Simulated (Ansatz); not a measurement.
Molecule: CH$_{3}$BO, charge 0, multiplicity 1. SMILES: [BH3-]C#[O+]
Structure (B3LYP-D3(BJ)/def2-TZVP (Ansatz, an electronic-structure program) minimum search):
```
B
H 1 1.2065
H 1 1.2065 2 113.74
H 1 1.2065 2 113.74 3 -132.37
C 1 1.5197 2 104.76 4 -113.81
O 5 1.1287 2 147.44 1 180.00
```

Computed values are from Ansatz. Cores are frozen in the correlated levels unless marked. UHF or UKS for open shells. No spin-orbit coupling. No relativistic terms. Basis-set limits of correlation are two-point, X^-3; Hartree-Fock from the larger set.

Task: What is the total energy at CCSD(T)/CBS(cc-pVTZ,cc-pVQZ)?

Result: -139.7946 Eh.

Task: What is the dipole moment at CCSD(T)/aug-cc-pVDZ?

Result: 1.88 D.

Task: What is the T1 diagnostic at CCSD/cc-pVQZ?

Result: 0.018.

Task: What is the atomisation energy De at CCSD(T)/CBS(cc-pVTZ,cc-pVQZ)?

Result: 564.3 kcal/mol.
